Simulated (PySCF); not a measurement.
Diatomics with 62 electrons

PBE in PySCF with def2-SVPD on every atom (core potentials on Cd, Te), for the lowest determinant that a PBE0 search found; no spin–orbit coupling. All have 62 electrons, 6 of them in the valence shells, and the same state, a triplet (π ↑↑). For ions De leads to the atom and ion picked by measured ionisation energies and electron affinities.

| species | difference of nuclear charges | Re (Å) | ωe (cm⁻¹) | k (mdyn/Å) | De (eV) | dissociates to |
| --- | --- | --- | --- | --- | --- | --- |
| AlCd⁻ | 35 | 2.674 | 200 | 0.513 | n/a | Al⁻ + Cd |
| CdSi | 34 | 2.562 | 231 | 0.707 | 0.91 | Cd + Si |
| CdP⁺ | 33 | 2.511 | 256 | 0.937 | 2.08 | Cd⁺ + P |
| NaTe⁺ | 41 | 3.159 | 142 | 0.231 | 0.75 | Na⁺ + Te |

Problem. Which member of the whole set has the stiffest bond, and how does it compare with the softest?

Solution. CdP⁺ with k = 0.937 mdyn/Å, 4.1 times that of NaTe⁺.

These are scalar-relativistic numbers at best; spin–orbit coupling would shift them, the dissociation energy most. For an ion De counts to the pair picked by the measured ionisation energies or electron affinities, which need not be the lowest pair at this level. The highest Kohn–Sham level is positive in this anion. Much of that is self-interaction error, but it also means that the finite basis helps to hold the extra electron. States were picked by a PBE0 search and need not be the measured ground states.
